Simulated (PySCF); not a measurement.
Compound: (F2In-mu-SH)2.
Bonds: In1–F2, In1–F3, In1–S4, In1–S8, S4–In5, In5–F6, In5–F7, In5–S8. Hydrogens: H9 on S4; H10 on S8.

Computed with PySCF, PBE0-D3(BJ)/def2-SVP geometry optimisation, gas phase, def2 core potentials past Kr.

(1) Give the optimised bond lengths and angles.

## Answers

(1) 
```tsv
bond	length (Å)
In1–F2 and 3 like bonds	1.949
In1–S4 and 3 like bonds	2.572
S4–H9, S8–H10	1.356
```

Bonds in one row agree within 0.01 Å and their mean is given. A selection of angles:
```tsv
angle	degrees
F2–In1–F3	125.1
F2–In1–S4	109.5
F2–In1–S8	106.2
F3–In1–S8	110.8
S4–In1–S8	94.5
In1–S4–In5	85.5
In1–S4–H9	93.2
F7–In5–S8	106.8
H9–S4–In5	92.9
H10–S8–In1	92.8
H10–S8–In5	93.1
```

Dihedral angles: F2–In1–S4–In5 -109° (anticlinal); F2–In1–S8–In5 112° (anticlinal); In1–S4–In5–F6 -111° (anticlinal); S4–In5–S8–In1 0° (synperiplanar).

All 4 In–S bonds measure 2.572 to 2.573 Å. All 4 F–In bonds measure 1.948 to 1.949 Å. S4 (sulfur bonded to 2 In and H) is pyramidal (angles 93.2°, 92.9° and 85.5°, sum 271.6°, 1.06 Å off the plane of its three neighbours). In1 (indium bonded to 2 F and 2 S) has angles from 94.5° to 125.1°.

No PBE0-D3(BJ)/def2-SVP frequencies stand behind this structure, so it isn't proved a minimum. The numbers are those of one conformer.
